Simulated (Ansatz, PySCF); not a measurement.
This Ansatz (a first-principles code) input computes a CAM-B3LYP/def2-TZVPD energy:

Ansatz 0.2 input:
```yaml
crystal:
  periodic: [false, false, false]
  atoms:
    - {symbol: C, position_ang: [-2.37805958, 0.12344049, -0.29596244]}
    - {symbol: C, position_ang: [-1.01015187, 0.24465946, 0.38502061]}
    - {symbol: C, position_ang: [0.09658575, -0.26031063, -0.51771405]}
    - {symbol: S, position_ang: [1.72286772, -0.09110790, 0.20799352]}
    - {symbol: H, position_ang: [-2.58521674, -0.92109662, -0.55362749]}
    - {symbol: H, position_ang: [-3.19693647, 0.47468765, 0.34711559]}
    - {symbol: H, position_ang: [-2.38524333, 0.69140350, -1.23076968]}
    - {symbol: H, position_ang: [-0.83133231, 1.30130677, 0.62339138]}
    - {symbol: H, position_ang: [-1.10217967, -0.25536776, 1.38132669]}
    - {symbol: H, position_ang: [-0.03804079, -1.32593439, -0.74086579]}
    - {symbol: H, position_ang: [2.32282013, 0.84599116, -0.58253182]}
basis:
  gaussian:
    orbitals: def2-TZVPD
hamiltonian:
  xc: {name: CAM-B3LYP}
total_charge: -1
output: {forces: true}
```

Write an input for the same energy in PySCF and say what it gives.


```python
from pyscf import gto, scf, dft

mol = gto.M(
    atom='''
    C    -2.37805958    0.12344049   -0.29596244
    C    -1.01015187    0.24465946    0.38502061
    C     0.09658575   -0.26031063   -0.51771405
    S     1.72286772   -0.09110790    0.20799352
    H    -2.58521674   -0.92109662   -0.55362749
    H    -3.19693647    0.47468765    0.34711559
    H    -2.38524333    0.69140350   -1.23076968
    H    -0.83133231    1.30130677    0.62339138
    H    -1.10217967   -0.25536776    1.38132669
    H    -0.03804079   -1.32593439   -0.74086579
    H     2.32282013    0.84599116   -0.58253182
    ''',
    basis='def2-tzvpd',
    charge=-1,
    spin=0,
    verbose=4,
)

mf = dft.RKS(mol, xc='camb3lyp').density_fit(auxbasis='def2-universal-jkfit')
mf.grids.level = 3
mf.conv_tol = 1e-9
mf.max_cycle = 100
mf.max_memory = 1500
mf.kernel()
if not mf.converged:
    mf = mf.newton()
    mf.kernel(mf.make_rdm1())
mf.analyze()
```
It gives -516.67550 Eh, and Ansatz -516.67541 Eh, a difference of 0.09 mEh, from the treatment of integrals and grids.

It need not be the lowest isomer of its formula. Whether it binds its extra electron was not tested at this geometry.
